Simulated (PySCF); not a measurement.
Compound: 2,3-dihydrobenzofuran, C8H8O.
SMILES: `c1ccc2c(c1)CCO2`

The closed-shell ground state was solved at several levels (PySCF, density fitting, gas phase, non-relativistic). Isolated species at its PBE0-D3(BJ)/def2-SVP geometry, gas phase.

```json
{"level": "B3LYP/pcJ-1", "basis functions": "323", "HOMO (eV)": "-5.92", "LUMO (eV)": "-0.42", "gap (eV)": "5.50", "dipole (D)": "1.73"}
{"level": "PBE0/def2-SVPD", "basis functions": "247", "HOMO (eV)": "-6.17", "LUMO (eV)": "-0.30", "gap (eV)": "5.87", "dipole (D)": "1.66"}
{"level": "PBE0/pcSseg-1", "basis functions": "193", "HOMO (eV)": "-6.15", "LUMO (eV)": "-0.25", "gap (eV)": "5.90", "dipole (D)": "1.74"}
```

Q: Estimate the row for PBE/pcSseg-1, a basis of 193 functions; the other rows only guide the guess.

A: HOMO -5.08 eV, LUMO -1.12 eV, gap 3.96 eV, dipole 1.71 D.

Q: Over all these levels, which gives the widest orbital gap and which the narrowest?

A: PBE0/pcSseg-1 (global hybrid, 25 % exact exchange) has the widest, 5.90 eV, and PBE/pcSseg-1 (GGA) the narrowest, 3.96 eV. The two share the basis. From the narrowest to the widest the HOMO moves by -1.07 eV and the LUMO by +0.87 eV.

Q: How far do the dipole and the HOMO energy spread over the levels?

A: The dipole runs from 1.66 to 1.74 D (mean 1.71 D) and the HOMO from -6.17 to -5.08 eV.
